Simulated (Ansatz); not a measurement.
Consider the ligand exchange at the Sn–N bond: `[NH2][Sn]([Cl])([Cl])[Cl]` + HI → `[Cl][Sn]([Cl])([Cl])[I]` + NH₃.

Isolated molecules relaxed with PBE0-D4/def2-TZVP in Ansatz; ΔE leaves out vibrations. CCSD(T)/CBS is the MP2 limit (def2-TZVPP, def2-QZVPP) plus CCSD(T) − MP2 in def2-TZVPP, frozen cores. This one scheme is used for every species. Functionals use def2-TZVPP. def2 core potentials past Kr. For I, Sn outer-core shells are correlated without core-valence functions, which leaves a few kJ/mol of doubt a bond. Each species was taken in one conformer, which may not be the lowest.

`[NH2][Sn]([Cl])([Cl])[Cl]`:

Z-matrix (Å, degrees):
```
Sn
Cl 1 2.295
Cl 1 2.311 2 107.1
N 1 1.995 2 108.3 3 125.4
Cl 1 2.295 2 110.4 3 -116.3
H 4 1.013 1 112.4 2 178.0
H 4 1.013 1 112.5 2 -59.3
```

HI:

Cartesian coordinates in Å:
```
I 0.460 0.192 -0.632
H -0.460 -0.192 0.632
```

`[Cl][Sn]([Cl])([Cl])[I]`:

```xyz
5

Cl   -1.995   -0.025    1.162
Sn   -0.008    0.031    0.012
Cl   -0.213    1.569   -1.680
Cl    1.621    0.774    1.450
I     0.594   -2.349   -0.945
```

NH₃:

```xyz
4

N     0.123   -0.213    0.138
H    -0.695    0.130    0.627
H     0.752    0.572    0.024
H    -0.179   -0.489   -0.788
```

**Question.** Is it downhill or uphill in electronic energy at CCSD(T)/CBS, and by how much? (Estimate.)

**Answer.** The calculation gave: Downhill: ΔE = -103.7 kJ/mol.

**Question.** What do these levels give: PBE-D4, BLYP-D4, B97M-V, r2SCAN0-D4, PBE-QIDH, r2SCANh, r2SCAN0, BHLYP, CCSD/def2-SVP, CCSD/def2-TZVPP, MP2/def2-QZVPP, SCS-MP2/def2-QZVPP? (An estimate is asked.)

**Answer.** The calculation gave: PBE-D4 -101.8, BLYP-D4 -100.1, B97M-V -95.1, r2SCAN0-D4 -103.5, PBE-QIDH -101.2, r2SCANh -101.2, r2SCAN0 -102.8, BHLYP -99.8, CCSD/def2-SVP -94.9, CCSD/def2-TZVPP -88.9, MP2/def2-QZVPP -107.9, SCS-MP2/def2-QZVPP -102.3 kJ/mol.

Largest T1 diagnostic among the species: 0.011.

Leaving LDA and LC-ωPBE aside and taking each functional with its dispersion term where it has one, the values, not all of them listed here, spread over 13.2 kJ/mol, from BHLYP-D4 to ωB97X-V. LDA lies +4.2 kJ/mol from PBE without D4. At CCSD(T), def2-SVP lies +9.4 kJ/mol from the extrapolated value and def2-TZVPP +15.0 kJ/mol. From BLYP to BHLYP (50 % exact exchange), in def2-TZVPP and without D4, ΔE moves by −4.0 kJ/mol.
